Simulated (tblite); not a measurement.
Record of a relaxation.

Species: C5H10BNSi.
Numbering: `[CH:1]#[C:2][B:3]([CH3:4])[N:5]([SiH3:6])[CH:7]=[CH2:8]` (hydrogens: H9 on C1; H10, H11, H12 on C4; H13, H14, H15 on Si6; H16 on C7; H17, H18 on C8)

Computed with GFN2-xTB (tblite), gas phase: L-BFGS steps from a force-field or distance-geometry start until the largest atomic force falls under 0.01 eV/Å. 9 of its 152 geometries are shown.

Step 0: E = -587.9673 eV, largest atomic force 2.777 eV/Å
```
atom  x, y, z in Å  |  force x, y, z in eV/Å
C1     -0.209    3.232    0.766    0.030   0.245   0.079
C2     -0.511    2.073    0.639   -0.333  -1.064   0.394
B3     -0.894    0.566    0.508    1.717   0.705  -2.066
C4     -2.261    0.213   -0.235   -0.005  -0.912   0.645
N5      0.284   -0.362    0.203   -0.333   0.780  -0.038
Si6     0.501   -1.869    1.101   -0.204   0.899   0.025
C7      1.151    0.086   -0.845   -0.440  -0.553   1.236
C8      2.054   -0.690   -1.423   -0.145  -0.714   0.365
H9      0.043    4.257    0.866   -0.051  -0.288  -0.086
H10    -1.975   -0.307   -1.164   -0.198   0.065   0.374
H11    -2.845    1.086   -0.542   -0.072  -0.337   0.483
H12    -2.848   -0.526    0.377    0.173   0.843  -0.738
H13    -0.387   -1.768    2.293    0.187   0.070  -0.321
H14     1.895   -1.965    1.550   -0.055   0.031  -0.078
H15     0.095   -3.055    0.363   -0.027  -0.164  -0.233
H16     1.090    1.107   -1.175   -0.471   0.242   0.260
H17     2.111   -1.720   -1.080    0.284   0.200  -0.379
H18     2.697   -0.350   -2.213   -0.058  -0.048   0.075
```

Step 19: E = -588.5848 eV, largest atomic force 0.390 eV/Å
```
atom  x, y, z in Å  |  force x, y, z in eV/Å
C1     -0.226    3.221    0.726   -0.076  -0.217  -0.024
C2     -0.496    2.088    0.401    0.081   0.165  -0.039
B3     -0.811    0.620    0.133   -0.163   0.263   0.237
C4     -2.307    0.165   -0.171    0.258   0.021   0.018
N5      0.283   -0.324    0.125   -0.070   0.217  -0.062
Si6     0.418   -1.789    1.063   -0.029   0.089  -0.258
C7      1.292    0.048   -0.758    0.003  -0.052  -0.052
C8      2.135   -0.776   -1.364    0.135   0.151   0.076
H9     -0.009    4.211    1.030   -0.046  -0.193  -0.110
H10    -2.280   -0.383   -1.113   -0.117  -0.080   0.041
H11    -3.002    1.000   -0.305    0.139  -0.242   0.230
H12    -2.685   -0.525    0.587   -0.045   0.158  -0.126
H13    -0.487   -1.659    2.200   -0.065   0.036   0.008
H14     1.814   -1.866    1.493   -0.005  -0.001   0.029
H15     0.058   -2.945    0.235   -0.027  -0.078   0.014
H16     1.293    1.100   -1.046   -0.093  -0.185   0.121
H17     2.214   -1.830   -1.145   -0.092   0.159  -0.121
H18     2.788   -0.349   -2.104    0.211  -0.212   0.017
```

Step 38: E = -588.7278 eV, largest atomic force 0.139 eV/Å
```
atom  x, y, z in Å  |  force x, y, z in eV/Å
C1     -0.273    3.205    0.631    0.002  -0.016  -0.023
C2     -0.516    2.097    0.223    0.015   0.137   0.021
B3     -0.818    0.632    0.016   -0.101  -0.020  -0.061
C4     -2.314    0.118   -0.014   -0.044  -0.072   0.040
N5      0.266   -0.294   -0.077    0.051   0.055   0.014
Si6     0.316   -1.747    0.890   -0.011  -0.030  -0.020
C7      1.397    0.086   -0.791    0.075  -0.010   0.074
C8      2.276   -0.766   -1.298    0.031  -0.016  -0.048
H9     -0.064    4.171    0.988    0.006   0.079  -0.058
H10    -2.494   -0.456   -0.927   -0.006   0.104   0.067
H11    -3.045    0.923    0.034    0.024  -0.074  -0.018
H12    -2.514   -0.568    0.808   -0.025   0.040   0.003
H13    -0.642   -1.543    1.975   -0.023  -0.046   0.052
H14     1.675   -1.819    1.425    0.017  -0.042  -0.003
H15    -0.042   -2.936    0.118   -0.011  -0.060  -0.072
H16     1.507    1.152   -0.958   -0.077  -0.036   0.034
H17     2.155   -1.831   -1.191    0.068   0.029  -0.007
H18     3.121   -0.417   -1.864    0.008  -0.020   0.004
```

Step 57: E = -588.8659 eV, largest atomic force 0.279 eV/Å
```
atom  x, y, z in Å  |  force x, y, z in eV/Å
C1     -0.344    3.333    0.081    0.051  -0.273  -0.022
C2     -0.505    2.137    0.049    0.002   0.258   0.053
B3     -0.782    0.647    0.147   -0.135  -0.111  -0.067
C4     -2.279    0.156    0.354    0.004   0.005  -0.028
N5      0.270   -0.304    0.022    0.110  -0.048   0.042
Si6     0.147   -1.974    0.578    0.079   0.132   0.061
C7      1.475    0.126   -0.539   -0.087   0.012  -0.170
C8      2.435   -0.632   -1.050    0.042  -0.020  -0.016
H9     -0.156    4.369    0.099   -0.054  -0.028  -0.029
H10    -2.625   -0.371   -0.540    0.036   0.125   0.091
H11    -2.973    0.976    0.547    0.061  -0.135  -0.012
H12    -2.354   -0.564    1.168   -0.098   0.136   0.006
H13    -0.811   -2.058    1.685    0.035   0.018  -0.110
H14     1.459   -2.314    1.121    0.070  -0.032   0.007
H15    -0.233   -2.843   -0.535   -0.040  -0.016  -0.047
H16     1.559    1.201   -0.640   -0.021   0.026   0.169
H17     2.401   -1.706   -1.074   -0.026  -0.042   0.058
H18     3.307   -0.174   -1.486   -0.031  -0.006   0.015
```

Step 76: E = -588.9007 eV, largest atomic force 0.059 eV/Å
```
atom  x, y, z in Å  |  force x, y, z in eV/Å
C1     -0.374    3.282   -0.194    0.005   0.020  -0.002
C2     -0.522    2.099   -0.026   -0.014  -0.031   0.014
B3     -0.777    0.619    0.207   -0.021   0.009  -0.027
C4     -2.270    0.192    0.547    0.054   0.019  -0.015
N5      0.284   -0.318    0.059   -0.025  -0.013  -0.005
Si6     0.123   -2.038    0.395    0.001  -0.043  -0.013
C7      1.510    0.151   -0.418   -0.008  -0.009   0.029
C8      2.496   -0.574   -0.927   -0.009   0.020  -0.010
H9     -0.237    4.314   -0.343    0.000   0.015  -0.002
H10    -2.719   -0.316   -0.306    0.020  -0.009   0.001
H11    -2.895    1.054    0.771   -0.012   0.007  -0.008
H12    -2.341   -0.492    1.387    0.010   0.002   0.027
H13    -0.888   -2.214    1.432   -0.009  -0.018  -0.001
H14     1.406   -2.512    0.915   -0.010   0.011   0.024
H15    -0.258   -2.732   -0.840    0.014   0.010   0.016
H16     1.610    1.228   -0.368    0.014   0.012  -0.001
H17     2.451   -1.643   -1.031   -0.005   0.015  -0.035
H18     3.394   -0.092   -1.272   -0.006  -0.018   0.011
```

Step 94: E = -588.9129 eV, largest atomic force 0.053 eV/Å
```
atom  x, y, z in Å  |  force x, y, z in eV/Å
C1     -0.382    3.281   -0.235    0.024   0.012  -0.018
C2     -0.510    2.099   -0.046   -0.043  -0.022   0.021
B3     -0.777    0.623    0.204   -0.007  -0.005  -0.009
C4     -2.263    0.209    0.577    0.040   0.008   0.004
N5      0.271   -0.326    0.064   -0.001   0.018  -0.001
Si6     0.124   -2.053    0.361    0.001  -0.004   0.022
C7      1.521    0.142   -0.354    0.009   0.003   0.001
C8      2.464   -0.566   -0.956    0.015   0.008   0.015
H9     -0.254    4.311   -0.409    0.005   0.011   0.008
H10    -2.697   -0.419   -0.199   -0.004  -0.015  -0.001
H11    -2.909    1.076    0.698   -0.017   0.004  -0.028
H12    -2.308   -0.359    1.502    0.000  -0.021   0.029
H13    -0.970   -2.282    1.300   -0.008   0.006   0.001
H14     1.392   -2.454    0.973   -0.019  -0.032   0.005
H15    -0.138   -2.761   -0.897    0.008   0.019  -0.009
H16     1.679    1.196   -0.162    0.004   0.015  -0.016
H17     2.350   -1.606   -1.203   -0.014  -0.016  -0.011
H18     3.396   -0.106   -1.229    0.005   0.009  -0.013
```

Step 113: E = -588.9179 eV, largest atomic force 0.048 eV/Å
```
atom  x, y, z in Å  |  force x, y, z in eV/Å
C1     -0.363    3.287   -0.212    0.016  -0.033  -0.006
C2     -0.513    2.107   -0.021   -0.018   0.014   0.003
B3     -0.775    0.628    0.216   -0.015  -0.010   0.001
C4     -2.259    0.188    0.570   -0.013   0.003   0.008
N5      0.279   -0.314    0.074    0.012   0.009   0.003
Si6     0.123   -2.041    0.371   -0.010  -0.011   0.016
C7      1.523    0.153   -0.358   -0.005   0.005  -0.002
C8      2.453   -0.562   -0.973   -0.007   0.012  -0.015
H9     -0.218    4.314   -0.386   -0.007   0.009   0.013
H10    -2.643   -0.518   -0.165    0.011   0.002   0.018
H11    -2.941    1.036    0.597    0.000  -0.013  -0.001
H12    -2.316   -0.307    1.539    0.008   0.039  -0.026
H13    -0.997   -2.255    1.282    0.000  -0.015  -0.009
H14     1.361   -2.473    1.023    0.002   0.017  -0.027
H15    -0.108   -2.735   -0.901   -0.004  -0.004   0.006
H16     1.683    1.209   -0.175    0.016  -0.026  -0.010
H17     2.321   -1.601   -1.220    0.009  -0.005   0.020
H18     3.380   -0.110   -1.274    0.004   0.007   0.010
```

Step 132: E = -588.9229 eV, largest atomic force 0.047 eV/Å
```
atom  x, y, z in Å  |  force x, y, z in eV/Å
C1     -0.338    3.295   -0.161    0.004  -0.002  -0.011
C2     -0.521    2.116    0.001    0.010  -0.046  -0.002
B3     -0.787    0.632    0.203    0.008  -0.004   0.013
C4     -2.264    0.178    0.560   -0.015  -0.010   0.004
N5      0.268   -0.309    0.054    0.015   0.005  -0.016
Si6     0.117   -2.035    0.363   -0.008  -0.004  -0.006
C7      1.510    0.154   -0.388    0.005   0.014  -0.013
C8      2.455   -0.568   -0.971   -0.002  -0.001  -0.011
H9     -0.172    4.323   -0.308   -0.014   0.014   0.013
H10    -2.587   -0.660   -0.056   -0.010   0.010   0.000
H11    -2.986    0.982    0.433    0.009  -0.001   0.001
H12    -2.330   -0.151    1.597    0.001   0.021  -0.010
H13    -1.002   -2.257    1.274    0.023   0.006   0.018
H14     1.369   -2.451    0.998   -0.027   0.000   0.005
H15    -0.122   -2.735   -0.904    0.005  -0.008  -0.011
H16     1.659    1.217   -0.246   -0.005   0.011   0.014
H17     2.346   -1.618   -1.180    0.010   0.001   0.005
H18     3.377   -0.108   -1.280   -0.010  -0.007   0.007
```

Step 151: E = -588.9246 eV, largest atomic force 0.009 eV/Å
```
atom  x, y, z in Å  |  force x, y, z in eV/Å
C1     -0.341    3.293   -0.119    0.001   0.006   0.005
C2     -0.516    2.108    0.010   -0.003  -0.007  -0.004
B3     -0.785    0.623    0.186    0.000   0.002   0.003
C4     -2.268    0.182    0.539    0.003   0.001   0.002
N5      0.269   -0.317    0.032   -0.005   0.000  -0.001
Si6     0.120   -2.038    0.369   -0.001   0.001   0.002
C7      1.508    0.151   -0.414   -0.001  -0.002   0.001
C8      2.461   -0.571   -0.983    0.003  -0.002   0.002
H9     -0.184    4.327   -0.230   -0.006   0.003  -0.002
H10    -2.585   -0.696   -0.019    0.004  -0.004  -0.001
H11    -2.987    0.976    0.347    0.004   0.002  -0.001
H12    -2.350   -0.068    1.597   -0.002  -0.001   0.000
H13    -0.982   -2.235    1.307    0.001   0.001   0.001
H14     1.373   -2.450    1.003    0.000   0.002  -0.001
H15    -0.130   -2.762   -0.882   -0.002   0.002  -0.004
H16     1.644    1.217   -0.287    0.005   0.001   0.001
H17     2.365   -1.627   -1.171   -0.002  -0.004   0.000
H18     3.380   -0.108   -1.295    0.001   0.000  -0.002
```

**Question.** Summarise the path.

**Answer.** The energy falls by 92.37 kJ/mol from step 0 to step 151; nine tenths of that is first reached at step 54. It falls at every step. The largest force goes from 2.777 to 0.009 eV/Å. Among the bonds B3–N5 changes most, from 1.530 to 1.421 Å; the atoms move by 0.935 Å rms after alignment.

The cost below is that of the whole relaxation. The run took 1.9 s of wall time on Arm Neoverse N1, one thread, shared host with 64 logical CPUs at a one-minute load of 60.
